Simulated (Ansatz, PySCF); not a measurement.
Dimer: SiH4 (SMILES [SiH4]) (first 5 atoms) with C2H6O (SMILES CCO); geometry from B3LYP-D3(BJ)/def2-TZVP, rigid monomers moved along the line of their centres of mass till Si1···O8 is 5.43 Å.
(charge 0, multiplicity 1):
```xyz
14

Si    -0.054    -0.067    -0.083
H     -1.235     0.194     0.767
H     -0.399     0.315    -1.477
H      0.308    -1.499    -0.066
H      1.088     0.769     0.349
C      0.253     1.396     6.331
C     -0.119    -0.070     6.202
O      0.691    -0.764     5.253
H     -0.410     1.900     7.038
H      0.179     1.900     5.366
H      1.277     1.510     6.698
H     -0.068    -0.567     7.178
H     -1.140    -0.174     5.834
H      1.616    -0.658     5.500
```

Counterpoise-corrected where a basis set is named; no monomer relaxation. Rows marked so take none.

Rows in 3-21G, 6-311+G**, 6-31G* carry no dispersion term and start afresh at each structure (6-31G* with six Cartesian d functions). MP2/6-31G* freezes PySCF's default core.

Programs: Ansatz (an electronic-structure program); PySCF for 3-21G rows, 6-311+G** rows, 6-31G* rows, the dispersion terms. 

Other levels give for the interaction energy: PBE/def2-TZVPPD -0.14; B3LYP/def2-TZVPPD -0.07; B3LYP-D3(BJ)/def2-TZVPPD -0.23; wB97M-V/def2-TZVPPD -0.26 kcal/mol.

Common cheap choices:

```csv
level,interaction energy (kcal/mol)
HF/3-21G (no counterpoise),-0.20
HF/6-31G* (no counterpoise),-0.20
BP86/6-31G* (no counterpoise),-0.14
B3LYP/6-31G* (no counterpoise),-0.16
B3LYP/6-311+G** (no counterpoise),-0.10
M06-2X/6-31G* (no counterpoise),-0.18
MP2/6-31G*,-0.18
MP2/6-31G* (no counterpoise),-0.24
```
